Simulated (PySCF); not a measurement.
GeSI2: breathing scan

Method: PySCF, PBE0, basis Ge def2-SVP, S def2-SVP, I def2-SVP with ECP28 (scalar-relativistic core potentials, no spin–orbit coupling, density fitting).

Rigid scan from the singlet minimum (Ge–I 2.495 Å (×2), Ge–S 2.022 Å; I–Ge–I 108.2°, I–Ge–S 125.9° (×2)). Coordinate: all bonds to the central atom scaled together. Energies in kJ/mol from the minimum.

Task: Predict the curve at 0.88, 0.92, 0.96, 1.00, 1.04, 1.08, 1.14, 1.22, 1.35.

Result: 
| scale of all bonds to the centre | E (kJ/mol) | dipole size (D) |
| --- | --- | --- |
| 0.88 | 284.2 | 2.30 |
| 0.92 | 108.9 | 2.28 |
| 0.96 | 23.6 | 2.21 |
| 1.00 | 0.0 | 2.12 |
| 1.04 | 17.9 | 1.99 |
| 1.08 | 62.5 | 1.83 |
| 1.14 | 157.7 | 1.56 |
| 1.22 | 304.4 | 1.14 |
| 1.35 | 532.5 | 0.41 |

At long bonds a restricted determinant can lie too high, and another spin state can fall below this curve.
